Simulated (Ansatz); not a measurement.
Start from `[SeH][SiH]1C[SiH2]1` and change one atom or group to get `OB[SiH]1C[SiH2]1`.

Ansatz, PBE0-D4/def2-TZVP geometries, multiplicity 1. Each molecule was computed in one conformer, which needn't be the lowest.

Scalar relativity is left out up to krypton.

```tsv
property	`[SeH][SiH]1C[SiH2]1`
HOMO–LUMO gap (ωB97M-V/def2-TZVPP) / eV	10.12
LUMO energy (PBE0/def2-TZVPP) / eV	-0.48
HOMO energy (PBE0/def2-TZVPP) / eV	-6.84
LUMO energy (PBE/def2-TZVPP) / eV	-1.34
HOMO–LUMO gap (PBE0/def2-TZVPP) / eV	6.36
size of the dipole moment (PBE/def2-TZVPP) / D	1.16
```

(1) What does the change do to each property? (An estimate is asked.)

Answers

(1) Ansatz gave: 
```csv
property,`OB[SiH]1C[SiH2]1`,shift
HOMO–LUMO gap (ωB97M-V/def2-TZVPP) / eV,8.85,-1.27
LUMO energy (PBE0/def2-TZVPP) / eV,-1.29,-0.81
HOMO energy (PBE0/def2-TZVPP) / eV,-6.37,0.47
LUMO energy (PBE/def2-TZVPP) / eV,-2.14,-0.80
HOMO–LUMO gap (PBE0/def2-TZVPP) / eV,5.08,-1.28
size of the dipole moment (PBE/def2-TZVPP) / D,1.69,0.53
```

With PBE0 the HOMO rises by 0.47 eV and the LUMO falls by 0.81 eV, so the gap narrows by about 1.28 eV. PBE moves the HOMO by 0.39 eV and ωB97M-V by 0.54 eV. Dipoles are sizes alone; their direction can turn.

Spin–orbit coupling is left out; it splits and shifts lone-pair levels of the heavy atoms by tenths of an eV.
